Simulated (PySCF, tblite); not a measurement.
H9NO3Si3.
Atom-mapped SMILES: `[OH:1][SiH2:2][N:3]([SiH2:4][OH:5])[SiH2:6][OH:7]` (hydrogens: H8 on O1; H9, H10 on Si2; H11, H12 on Si4; H13 on O5; H14, H15 on Si6; H16 on O7)

Structure optimised with GFN2-xTB, isolated species.

Q: Give the optimised bond lengths and angles.

A: 
```tsv
bond	length (bohr)
O1–Si2	3.047
Si2–N3	3.307
N3–Si4, N3–Si6	3.261
Si4–O5	3.113
Si6–O7	3.072
O1–H8	1.820
Si2–H9 and 5 like bonds	2.765
O5–H13, O7–H16	1.800
```

Bonds in one row agree within 0.02 bohr and their mean is given. A selection of angles:
```tsv
angle	degrees
Si2–O1–H8	114.7
O1–Si2–N3	111.1
O1–Si2–H9	109.3
O1–Si2–H10	108.4
N3–Si2–H9	107.6
H9–Si2–H10	112.5
Si2–N3–Si4	127.7
Si2–N3–Si6	115.6
Si4–N3–Si6	116.8
N3–Si4–O5	106.0
N3–Si4–H11	111.4
Si4–O5–H13	117.6
N3–Si6–O7	103.5
H14–Si6–H15	110.9
Si6–O7–H16	119.2
```

Torsions: O1–Si2–N3–Si4 -4° (synperiplanar); Si2–N3–Si4–O5 0° (synperiplanar); Si2–N3–Si6–O7 180° (antiperiplanar); H8–O1–Si2–N3 4° (synperiplanar); H13–O5–Si4–N3 -179° (antiperiplanar); H16–O7–Si6–N3 180° (antiperiplanar). The mirror-image conformer, all signs reversed, is as good.

Si2 (oxygen-bound silicon) is tetrahedral (angles from 107.6° to 112.5°). H8 on O1 lies 1.82 Å from O5, 5 bonds away (angle at H 150°; Bondi radii sum to 2.72 Å): the geometry of an intramolecular hydrogen bond. Of the pairs four or more bonds apart, those above aside, Si4···H8 is among the closest relative to their van der Waals radii: 2.84 Å, 86 % of the sum of Bondi's values. The O–Si distances run from 1.613 Å (O1–Si2, drawn single) to 1.647 Å (Si4–O5, drawn single), a spread of 0.034 Å. The 3 N–Si bonds span 1.724 Å (N3–Si6, drawn single) to 1.750 Å (Si2–N3, drawn single), a spread of 0.026 Å. N3 (nitrogen bridging silicon atoms) is planar (angles 127.7°, 116.8° and 115.6°, sum 360.0°, 0.01 Å off the plane of its three neighbours).

Point group: near Cs, missed by 0.13 Å at most; the miss may be what the optimiser left on a soft mode. Its GFN2-xTB frequencies are all real (lowest 32 cm⁻¹). The numbers are those of one conformer (H–O1–Si2–N3 4°, O1–Si2–N3–Si4 -4°, Si2–N3–Si4–O5 0°, N3–Si4–O5–H -179°, Si2–N3–Si6–O7 180°). 3 starts were optimised and ended at 0.00, 0.39 and 0.50 kcal/mol (GFN2-xTB); the lowest of these is shown.

The numbers are calculated, not measured.
